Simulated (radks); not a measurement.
Problem. The mean radii <r> (bohr) of the occupied orbitals of an atom or ion are listed with their occupations. Calculated with a radial shooting solver on a logarithmic mesh with Libxc functionals: non-relativistic Kohn-Sham, LB94 model potential, spin-polarised, spherical densities, point nucleus.

| orbital | occ. | <r> |
|---|---|---|
| 1s down | 1 | 0.03807 |
| 1s up | 1 | 0.03807 |
| 2s down | 1 | 0.1646 |
| 2s up | 1 | 0.1645 |
| 2p up | 3 | 0.1409 |
| 2p down | 3 | 0.1410 |
| 3s up | 1 | 0.4028 |
| 3s down | 1 | 0.4023 |
| 3p up | 1 | 0.3862 |

Name the element and its charge. Open shells, if any, are filled with parallel spins first.

Solution. Z = 40, zirconium, charge +27: Zr27+ in [Ne] 3s2 3p1. The 1s radius gives Z: for a bare nucleus <r> = 1.5/Z, 0.0375 bohr for Z = 40, and screening makes it slightly larger (0.03807 here). The occupations add up to 13, and the charge is Z minus that.
